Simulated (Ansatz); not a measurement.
Reaction (isomerisation): `NC(F)(F)[SiH3]` → `FC(F)N[SiH3]`

Program: Ansatz. Geometries: PBE0-D4/def2-TZVP. ΔE: electronic, gas phase. CCSD(T)/CBS is the MP2 limit (def2-TZVPP, def2-QZVPP) plus CCSD(T) − MP2 in def2-TZVPP, frozen cores. DFT in def2-TZVPP. One conformer a species, not always the lowest.

`NC(F)(F)[SiH3]`:

Z-matrix (Å, degrees):
```
C
F 1 1.367
F 1 1.367 2 107.4
N 1 1.420 2 107.0 3 114.6
Si 1 1.930 2 108.4 3 -116.9
H 4 1.012 1 111.2 2 61.1
H 4 1.011 1 111.3 2 -176.3
H 5 1.485 1 107.2 2 -63.1
H 5 1.482 1 111.3 2 58.1
H 5 1.485 1 107.2 2 179.3
```

`FC(F)N[SiH3]`:

Z-matrix (Å, degrees):
```
C
F 1 1.356
N 1 1.392 2 109.1
F 1 1.372 2 105.5 3 121.5
H 1 1.094 2 109.1 3 -124.4
Si 3 1.742 1 124.9 2 34.9
H 3 1.006 1 113.8 2 -162.6
H 6 1.484 3 112.6 1 50.0
H 6 1.482 3 111.2 1 -72.5
H 6 1.484 3 104.1 1 169.2
```

| level | ΔE (kcal/mol) |
| --- | --- |
| PBE0-D4 | -19.4 |
| ωB97X-V | -20.4 |
| ωB97M-V | -20.3 |
| MP2/def2-QZVPP | -22.1 |

Problem. What does CCSD(T)/CBS give? (An estimate is asked.)

Solution. The calculation gave: -20.5 kcal/mol. The listed levels differ from it by 1.1, 0.1, 0.2, -1.6 kcal/mol.

Largest T1 diagnostic among the species: 0.012.

In def2-TZVPP, CCSD(T) changes the Hartree–Fock value by +3.5 kcal/mol (the triples alone add +0.7 kcal/mol) and MP2 by +2.3 kcal/mol. From PBE to PBE0 (25 % exact exchange), in def2-TZVPP and without D4, ΔE moves by −2.1 kcal/mol.
